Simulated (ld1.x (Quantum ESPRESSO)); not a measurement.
# chlorine ultrasoft: all-electron and pseudo phase curves

chlorine, ultrasoft, made with ld1.x (Quantum ESPRESSO) 7.5 (PBEsol, scalar-relativistic). Core [Ne], reference 3s2 3p5. Waves: 3s (bound): rcut 1.00, rcutus 1.30 bohr; 3s channel at -0.25 Ry: rcut 1.00, rcutus 1.30 bohr; 3p (bound): rcut 0.90, rcutus 1.15 bohr; 3p channel at 1.2 Ry: rcut 0.90, rcutus 1.15 bohr; 3d channel at -0.05 Ry: rcut 0.85, rcutus 1.05 bohr; 3d channel at 1.55 Ry: rcut 0.85, rcutus 1.05 bohr. Local part: all-electron potential smoothed inside 0.90 bohr (lloc = -1). Core correction: none. Augmentation charge: built from norm-conserving waves at rcut, not smoothed further.

The phase is arctan(r·u′/u) with u = r·R(r), unwrapped; energies in Ry, scanned from -4 to 5 Ry. A pole is an energy at which the radial function vanishes at the test radius. The pseudo phase is shifted by a multiple of π to meet the all-electron one at the reference energy, and phase errors are pseudo minus all-electron; the curves can meet again beyond the range given. Levels narrower than the energy grid can be missing from the lists of poles.

Question: For each channel, where are the poles, and over which energies does the pseudopotential scatter like the atom?

Answer:

```json
{"channel": "s", "radius (bohr)": "1.40", "reference energy (Ry)": "-1.52", "poles, all-electron": "4.99", "poles, pseudo": "4.99", "unbroken range about the reference energy with phases within 0.05 rad": "the whole range", "phase error 1 Ry above the reference energy (rad)": "+0.000"}
{"channel": "p", "radius (bohr)": "1.40", "reference energy (Ry)": "-0.63", "poles, all-electron": "none", "poles, pseudo": "none", "unbroken range about the reference energy with phases within 0.05 rad": "the whole range", "phase error 1 Ry above the reference energy (rad)": "+0.000"}
{"channel": "d", "radius (bohr)": "1.40", "reference energy (Ry)": "-0.05", "poles, all-electron": "none", "poles, pseudo": "none", "unbroken range about the reference energy with phases within 0.05 rad": "the whole range", "phase error 1 Ry above the reference energy (rad)": "+0.000"}
```

Phases in the p channel:

| E (Ry) | all-electron | pseudo |
| --- | --- | --- |
| -4.00 | 1.095 | 1.094 |
| -3.76 | 1.072 | 1.071 |
| -3.52 | 1.047 | 1.046 |
| -3.28 | 1.018 | 1.017 |
| -3.04 | 0.985 | 0.984 |
| -2.80 | 0.947 | 0.946 |
| -2.56 | 0.903 | 0.902 |
| -2.32 | 0.851 | 0.851 |
| -2.08 | 0.791 | 0.790 |
| -1.84 | 0.718 | 0.718 |
| -1.60 | 0.632 | 0.631 |
| -1.36 | 0.528 | 0.528 |
| -1.12 | 0.404 | 0.404 |
| -0.88 | 0.258 | 0.258 |
| -0.64 | 0.092 | 0.092 |
| -0.40 | -0.089 | -0.089 |
| -0.16 | -0.274 | -0.274 |
| 0.08 | -0.451 | -0.451 |
| 0.32 | -0.611 | -0.611 |
| 0.56 | -0.750 | -0.750 |
| 0.80 | -0.867 | -0.867 |
| 1.04 | -0.966 | -0.966 |
| 1.28 | -1.048 | -1.048 |
| 1.52 | -1.117 | -1.117 |
| 1.76 | -1.175 | -1.175 |
| 2.00 | -1.224 | -1.224 |
| 2.24 | -1.267 | -1.267 |
| 2.48 | -1.304 | -1.304 |
| 2.72 | -1.336 | -1.336 |
| 2.96 | -1.364 | -1.365 |
| 3.20 | -1.390 | -1.391 |
| 3.44 | -1.413 | -1.414 |
| 3.68 | -1.433 | -1.435 |
| 3.92 | -1.452 | -1.454 |
| 4.16 | -1.469 | -1.472 |
| 4.40 | -1.485 | -1.489 |
| 4.64 | -1.499 | -1.505 |
| 4.88 | -1.513 | -1.520 |
